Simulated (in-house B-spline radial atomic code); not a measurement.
BHandHLYP excitations of the iron ion Fe⁸⁺

Method: BHandHLYP. Computed with a B-spline radial code for spherical atoms: linear response of the closed shell [Ne] 3s2 3p6 with the functional's adiabatic kernel; non-relativistic, point nucleus, no spin-orbit coupling, no double excitations, S, P, D and F terms only. Only terms of natural parity with L up to 3 were computed.

Command:
```bash
python run_td.py task.json out
```
Settings (radii: box in bohr, nucleus in fm):
```
Z                        26
electrons                18
configuration            [Ne] 3s2 3p6
hamiltonian              nr
method                   bhandhlyp
box_radius               11.59
intervals                51
```

Time taken, with all properties: 0.8 s on 1 thread of Arm Neoverse N1, on a shared host.

The lowest states, in the order of their Tamm-Dancoff energies; the method's threshold (minus the highest occupied level) is 227.44 eV. Labels give the largest channel, * marks a mixed state, and oscillator strengths are full-response dipole values. Semilocal kernels can invert the small singlet-triplet splittings of Rydberg terms. Energies in eV:

```json
{"state": "3p → 3d 3P", "full response": "?", "Tamm-Dancoff": "?", "oscillator strength": "-"}
{"state": "3p → 3d 3F", "full response": "50.76", "Tamm-Dancoff": "51.16", "oscillator strength": "-"}
{"state": "3p → 3d 1F", "full response": "55.59", "Tamm-Dancoff": "55.61", "oscillator strength": "-"}
{"state": "3p → 3d 1P", "full response": "71.06", "Tamm-Dancoff": "74.13", "oscillator strength": "2.85"}
{"state": "3s → 3d 3D", "full response": "89.72", "Tamm-Dancoff": "89.80", "oscillator strength": "-"}
{"state": "3s → 3d 1D", "full response": "95.60", "Tamm-Dancoff": "95.74", "oscillator strength": "-"}
{"state": "3p → 4s 3P", "full response": "115.40", "Tamm-Dancoff": "115.43", "oscillator strength": "-"}
{"state": "3p → 4s 1P", "full response": "116.90", "Tamm-Dancoff": "116.94", "oscillator strength": "0.302"}
{"state": "3p → 4p 3S", "full response": "125.08", "Tamm-Dancoff": "125.12", "oscillator strength": "-"}
{"state": "3p → 4p 3D", "full response": "126.66", "Tamm-Dancoff": "126.68", "oscillator strength": "-"}
{"state": "3p → 4p 1D", "full response": "127.85", "Tamm-Dancoff": "127.86", "oscillator strength": "-"}
{"state": "3p → 4p 1S", "full response": "133.08", "Tamm-Dancoff": "133.42", "oscillator strength": "-"}
{"state": "3p → 4d 3P", "full response": "143.91", "Tamm-Dancoff": "143.92", "oscillator strength": "-"}
{"state": "3p → 4d 3F", "full response": "?", "Tamm-Dancoff": "?", "oscillator strength": "-"}
{"state": "3p → 4d 1F", "full response": "145.27", "Tamm-Dancoff": "145.28", "oscillator strength": "-"}
{"state": "3p → 4d 1P", "full response": "146.09", "Tamm-Dancoff": "146.16", "oscillator strength": "0.561"}
```

Task: Where does 3p → 4d 3F lie?

Result: At 144.42 eV in full response, 144.43 eV in Tamm-Dancoff.

Task: Where does 3p → 3d 3P lie?

Result: At 49.72 eV in full response, 49.91 eV in Tamm-Dancoff.

Task: How large is the singlet-triplet splitting of 3p → 3d (F terms) in Tamm-Dancoff?

Result: 4.45 eV, from the unrounded values.

Task: What polarisabilities and dispersion coefficient does the method give?

Result: Dipole 0.5007 bohr³, quadrupole 0.312 bohr⁵, C6 0.5768 hartree·bohr⁶ for two such species.
